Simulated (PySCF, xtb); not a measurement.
dichlorosilane (H2Cl2Si), SMILES Cl[SiH2]Cl.

GFN2-xTB in xtb at its own geometry gives an orbital gap of 6.08 eV and a dipole moment of 1.64 D.

Geometry: B3LYP-D3(BJ)/def2-TZVP.

What does PBE0/def2-TZVPD in PySCF give? (An estimate is asked for; the answer gives what the named calculation found.)

gap 8.81 eV (levels -9.15 and -0.34 eV), dipole 1.24 D.
